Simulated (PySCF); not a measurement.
Atom-mapped SMILES (the numbers label the heavy atoms): `[CH:1]#[C:2][Si@H:3]([CH3:4])[n:5]1[cH:6][n:7][c:8]([CH3:9])[cH:10]1`. Each H is labelled by its parent atom.

All values are calculated (PySCF): coordinates at the PBE0-D3(BJ)/def2-SVP level, CAM-B3LYP/pcSseg-1 with gauge-including orbitals. No solvent model, non-relativistic Hamiltonian, one computed conformer, averaged over atoms made equivalent by symmetry, fast rotation or ring inversion.

Chemical shifts δ = σref − σ; 13C (σref 182.45), 1H (σref 31.33), 29Si (σref 343.41) against TMS; 15N (σref 267.29) against NH3, all at this level.

```json
{"atoms": "C4", "nucleus": "13C", "count": "1", "δ (ppm)": "-3.7"}
{"atoms": "C1", "nucleus": "13C", "count": "1", "δ (ppm)": "106.5"}
{"atoms": "N5", "nucleus": "15N", "count": "1", "δ (ppm)": "193.0"}
{"atoms": "N7", "nucleus": "15N", "count": "1", "δ (ppm)": "?"}
{"atoms": "C2", "nucleus": "13C", "count": "1", "δ (ppm)": "87.9"}
{"atoms": "H(C4)", "nucleus": "1H", "count": "3", "δ (ppm)": "?"}
{"atoms": "C6", "nucleus": "13C", "count": "1", "δ (ppm)": "?"}
{"atoms": "H(C6)", "nucleus": "1H", "count": "1", "δ (ppm)": "?"}
{"atoms": "C10", "nucleus": "13C", "count": "1", "δ (ppm)": "124.5"}
{"atoms": "H(Si3)", "nucleus": "1H", "count": "1", "δ (ppm)": "?"}
{"atoms": "H(C9)", "nucleus": "1H", "count": "3", "δ (ppm)": "2.28"}
{"atoms": "Si3", "nucleus": "29Si", "count": "1", "δ (ppm)": "-37.1"}
{"atoms": "C9", "nucleus": "13C", "count": "1", "δ (ppm)": "15.5"}
{"atoms": "H(C1)", "nucleus": "1H", "count": "1", "δ (ppm)": "2.47"}
{"atoms": "H(C10)", "nucleus": "1H", "count": "1", "δ (ppm)": "6.86"}
{"atoms": "C8", "nucleus": "13C", "count": "1", "δ (ppm)": "151.0"}
```

Fill in the missing shifts.

Answers


- C6: 145.3 ppm, aromatic CH between two ring heteroatoms
- H(C6): 7.04 ppm, hydrogen on an aromatic CH between two ring heteroatoms; aromatic region
- H(Si3): 4.98 ppm, hydrogen on a silicon bonded to 2 C, N
- H(C4): 0.67 ppm, hydrogen on a methyl carbon bonded to Si; an electropositive neighbour shields it, as in TMS itself
- N7: 324.9 ppm, pyridine-type nitrogen of an azole

Shifts are as computed, not scaled to solution data. Of 1211 compounds with measured shifts, 218 miss one by over three times the rms of a fit or turn the order of signals round; such compounds aren't used in these exercises. Experimental scales use liquid or dissolved standards, which lie at an offset from isolated NH3 (liquid NH3: subtract about 20 ppm). Unscaled 15N shifts of sp2 nitrogen come out 20 to 40 ppm too high even then.
